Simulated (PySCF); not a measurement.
HS, charge -1, singlet, at a GFN2-xTB geometry; CCSD(T)/pcseg-1 (PySCF).

PySCF was given this input:
```python
from pyscf import gto, scf, cc

mol = gto.Mole()
mol.atom = '''
    S    -0.000000   -0.000000   -0.078636
    H     0.000000    0.000000    1.258176
'''
mol.basis = 'pcseg-1'
mol.charge = -1
mol.spin = 0
mol.verbose = 4
mol.build()

mf = scf.RHF(mol)
mf.kernel()

mycc = cc.CCSD(mf)
mycc.conv_tol = 1e-9
mycc.kernel()
et = mycc.ccsd_t()
print('E(CCSD(T)) = %.10f' % (mycc.e_tot + et))
mf.analyze()
```

It wrote (shortened):

```
PySCF version 2.14.0

[INPUT] verbose = 4
[INPUT] num. atoms = 2
[INPUT] num. electrons = 18
[INPUT] charge = -1
[INPUT] spin (= nelec alpha-beta = 2S) = 0
[INPUT] symmetry False subgroup None
[INPUT] Mole.unit = angstrom
[INPUT] Symbol           X                Y                Z      unit          X                Y                Z       unit  Magmom
[INPUT]  1 S      0.000000000000   0.000000000000  -0.078636000000 AA    0.000000000000   0.000000000000  -0.148600503531 Bohr   0.0
[INPUT]  2 H      0.000000000000   0.000000000000   1.258176000000 AA    0.000000000000   0.000000000000   2.377608056501 Bohr   0.0

nuclear repulsion = 6.33360216299674
number of shells = 5
number of NR pGTOs = 51
number of NR cGTOs = 23
basis = pcseg-1
ecp = {}

******** <class 'pyscf.scf.hf.RHF'> ********
method = RHF
initial guess = minao
damping factor = 0
level_shift factor = 0
DIIS = <class 'pyscf.scf.diis.CDIIS'>
diis_start_cycle = 1
diis_space = 8
diis_damp = 0
SCF conv_tol = 1e-09
SCF conv_tol_grad = None
SCF max_cycles = 50
direct_scf = True
direct_scf_tol = 1e-13
Set gradient conv threshold to 3.16228e-05
Initial guess from minao.
init E= -397.808644258547
  HOMO = -0.297312117873008  LUMO = 0.102650379724572  gap/eV = 10.88353
cycle= 1 E= -398.051143026853  delta_E= -0.242  |g|= 0.322  |ddm|= 1.22
  HOMO = -0.0161617900900174  LUMO = 0.386136322806349  gap/eV = 10.94709
cycle= 2 E= -398.087996604459  delta_E= -0.0369  |g|= 0.127  |ddm|= 0.836
  HOMO = -0.0802632557819709  LUMO = 0.373746948134139  gap/eV = 12.35425
cycle= 3 E= -398.093135767754  delta_E= -0.00514  |g|= 0.013  |ddm|= 0.213
  HOMO = -0.0810685106452955  LUMO = 0.376464365480814  gap/eV = 12.45010
cycle= 4 E= -398.093239607596  delta_E= -0.000104  |g|= 0.0028  |ddm|= 0.0294
  HOMO = -0.0811370332402698  LUMO = 0.376496104552562  gap/eV = 12.45283
cycle= 5 E= -398.093245169729  delta_E= -5.56e-06  |g|= 0.000496  |ddm|= 0.00919
  HOMO = -0.0810250923919363  LUMO = 0.376608096791156  gap/eV = 12.45283
cycle= 6 E= -398.093245301762  delta_E= -1.32e-07  |g|= 0.000106  |ddm|= 0.00132
  HOMO = -0.0810470156979044  LUMO = 0.376605098253035  gap/eV = 12.45335
cycle= 7 E= -398.093245310823  delta_E= -9.06e-09  |g|= 1.13e-05  |ddm|= 0.000456
  HOMO = -0.0810467279082354  LUMO = 0.376605298258696  gap/eV = 12.45335
cycle= 8 E= -398.093245310935  delta_E= -1.12e-10  |g|= 1.78e-06  |ddm|= 3.74e-05
  HOMO = -0.0810470070397889  LUMO = 0.376605506923829  gap/eV = 12.45336
Extra cycle  E= -398.093245310938  delta_E= -2.44e-12  |g|= 6.62e-07  |ddm|= 3.86e-06
converged SCF energy = -398.093245310938

******** <class 'pyscf.cc.ccsd.CCSD'> ********
CC2 = 0
CCSD nocc = 9, nmo = 23
max_cycle = 50
direct = 0
conv_tol = 1e-09
conv_tol_normt = 1e-05
diis_space = 6
diis_start_cycle = 0
diis_start_energy_diff = 1e+09
Init t2, MP2 energy = -398.230932352778  E_corr(MP2) -0.137687041840057
Init E_corr(CCSD) = -0.137687041840311
cycle = 1  E_corr(CCSD) = -0.150108623902098  dE = -0.0124215821  norm(t1,t2) = 0.028207
cycle = 2  E_corr(CCSD) = -0.152823694619094  dE = -0.00271507072  norm(t1,t2) = 0.00900849
cycle = 3  E_corr(CCSD) = -0.154004678536894  dE = -0.00118098392  norm(t1,t2) = 0.00340627
cycle = 4  E_corr(CCSD) = -0.153999116991227  dE = 5.56154567e-06  norm(t1,t2) = 0.000388868
cycle = 5  E_corr(CCSD) = -0.153989036734047  dE = 1.00802572e-05  norm(t1,t2) = 6.30051e-05
cycle = 6  E_corr(CCSD) = -0.15399015024532  dE = -1.11351127e-06  norm(t1,t2) = 2.12155e-05
cycle = 7  E_corr(CCSD) = -0.153990250039548  dE = -9.97942282e-08  norm(t1,t2) = 5.36568e-06
cycle = 8  E_corr(CCSD) = -0.153990205730187  dE = 4.43093608e-08  norm(t1,t2) = 1.37705e-06
cycle = 9  E_corr(CCSD) = -0.153990222906922  dE = -1.7176735e-08  norm(t1,t2) = 3.13307e-07
cycle = 10  E_corr(CCSD) = -0.153990224706194  dE = -1.7992719e-09  norm(t1,t2) = 7.70833e-08
cycle = 11  E_corr(CCSD) = -0.153990225381934  dE = -6.75739853e-10  norm(t1,t2) = 1.45612e-08
CCSD converged
E(CCSD) = -398.2472355363196  E_corr = -0.1539902253819337
CCSD(T) correction = -0.00308792467159259
E(CCSD(T)) = -398.2503234610
**** SCF Summaries ****
Total Energy =                        -398.093245310937618
Nuclear Repulsion Energy =               6.333602162996742
One-electron Energy =                 -568.332802976657945
Two-electron Energy =                  163.905955502723629
Two-electron Coulomb Energy =          189.451169937941557
DFT Exchange-Correlation Energy =      -25.545214435217929
HOMO-LUMO gap [eV] =                    12.453359220487439
**** MO energy ****
MO #1   energy= -91.6203082287909  occ= 2
MO #2   energy= -8.63342070417308  occ= 2
MO #3   energy= -6.32785511069805  occ= 2
MO #4   energy= -6.32450568753612  occ= 2
MO #5   energy= -6.32450568753607  occ= 2
MO #6   energy= -0.628070481433802 occ= 2
MO #7   energy= -0.239685765691291 occ= 2
MO #8   energy= -0.0810470070397963 occ= 2
MO #9   energy= -0.0810470070397889 occ= 2
MO #10  energy= 0.376605506923829  occ= 0
MO #11  energy= 0.632226041282918  occ= 0
MO #12  energy= 0.717306313269247  occ= 0
MO #13  energy= 0.717306313269254  occ= 0
MO #14  energy= 0.795682275610218  occ= 0
MO #15  energy= 0.961070970205732  occ= 0
MO #16  energy= 1.18445472713739   occ= 0
MO #17  energy= 1.18445472713739   occ= 0
 ** Mulliken pop on meta-lowdin orthogonal AOs  **
 ** Mulliken pop  **
pop of  0 S 1s            2.00000
pop of  0 S 2s            1.99998
pop of  0 S 3s            1.82325
pop of  0 S 4s            0.01183
pop of  0 S 2px           2.00000
pop of  0 S 2py           2.00000
pop of  0 S 2pz           1.99998
pop of  0 S 3px           1.97134
pop of  0 S 3py           1.97134
pop of  0 S 3pz           1.16111
pop of  0 S 4px           0.02741
pop of  0 S 4py           0.02741
pop of  0 S 4pz           0.00300
pop of  0 S 3dxy          0.00000
pop of  0 S 3dyz          0.00047
pop of  0 S 3dz^2         0.01026
pop of  0 S 3dxz          0.00047
pop of  0 S 3dx2-y2       0.00000
pop of  1 H 1s            0.98366
pop of  1 H 2s            0.00369
pop of  1 H 2px           0.00078
pop of  1 H 2py           0.00078
pop of  1 H 2pz           0.00324
 ** Mulliken atomic charges  **
charge of    0S =     -1.00785
charge of    1H =      0.00785

WARN: System has nonzero charge -1; the dipole moment is origin-dependent.
Location of origin: [0. 0. 0.]

Dipole moment(X, Y, Z, Debye):  0.00000, -0.00000,  0.95967
```
